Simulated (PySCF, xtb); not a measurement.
Zn(OH) (HOZn), SMILES [OH][Zn+], charge +1.

GFN2-xTB in xtb at its own geometry gives an orbital gap of 2.45 eV.

Geometry optimised at B3LYP-D3(BJ)/def2-TZVP. The multiplicity is an assumed one; other spin states were not compared. The isomer is the one that the SMILES or the coordinates give; other isomers of the formula were not compared.

**Question.** What does CAM-B3LYP/def2-TZVPD in PySCF give? (An estimate is asked for; the answer gives what the named calculation found.)

**Answer.** gap 6.35 eV (levels -16.51 and -10.16 eV).
